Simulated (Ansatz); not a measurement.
Isolated molecules relaxed with PBE0-D4/def2-TZVP in Ansatz; ΔE leaves out vibrations. CBS: MP2 limit from def2 TZ/QZ plus the TZ coupled-cluster correction, frozen cores. Each species was taken in one conformer, which may not be the lowest.

Reaction (ligand exchange at the Si–C bond): `O[SiH](O)C[SiH](F)F` + `C[SiH](F)S` → `C[SiH](F)S[SiH](O)O` + `C[SiH](F)F`

`O[SiH](O)C[SiH](F)F`:

Z-matrix (Å, degrees):
```
Si
O 1 1.637
C 1 1.882 2 108.9
O 1 1.637 2 114.8 3 122.4
H 1 1.474 2 105.8 3 -121.4
H 2 0.959 1 118.7 3 -42.3
Si 3 1.831 1 113.5 2 62.9
H 3 1.096 1 108.9 2 -175.6
H 3 1.096 1 108.9 2 -58.5
H 4 0.959 1 118.8 2 -80.1
F 7 1.599 3 108.7 1 57.1
F 7 1.599 3 108.7 1 -57.2
H 7 1.475 3 118.2 1 180.0
```

`C[SiH](F)S`:

Cartesian coordinates in Å:
```
C 0.406 0.448 -0.991
Si -0.723 -0.102 0.370
F -1.426 -1.460 -0.107
S 0.297 -0.389 2.212
H 0.877 1.399 -0.735
H 1.192 -0.290 -1.167
H -0.155 0.575 -1.920
H -1.798 0.868 0.680
H 1.329 -1.049 1.659
```

`C[SiH](F)S[SiH](O)O`:

```xyz
14

C    -0.954    2.585    0.459
Si   -0.187    1.072   -0.275
F    -1.206    0.452   -1.363
S     0.118   -0.358    1.262
Si    1.073   -1.913    0.121
O     0.678   -3.321    0.844
O     0.655   -1.789   -1.450
H    -1.181    3.313   -0.323
H    -0.267    3.048    1.172
H    -1.879    2.338    0.984
H     1.065    1.349   -1.013
H     2.540   -1.838    0.170
H    -0.234   -3.464    1.101
H    -0.221   -1.472   -1.687
```

`C[SiH](F)F`:

```xyz
8

C    -0.121    0.901   -0.388
Si    0.066   -0.767    0.365
F     1.517   -0.913    1.000
F    -0.058   -1.885   -0.761
H     0.636    1.065   -1.158
H    -0.014    1.679    0.371
H    -1.107    1.006   -0.848
H    -0.918   -1.085    1.420
```

```tsv
level	ΔE (kJ/mol)
MP2/def2-TZVPP	-66.6
MP2/CBS(def2)	-69.6
```

**Question.** What does CCSD(T)/CBS give? (Best estimate.)

**Answer.** Ansatz gave: -64.2 kJ/mol. The listed levels differ from it by -2.4, -5.4 kJ/mol.

Largest T1 diagnostic among the species: 0.012.
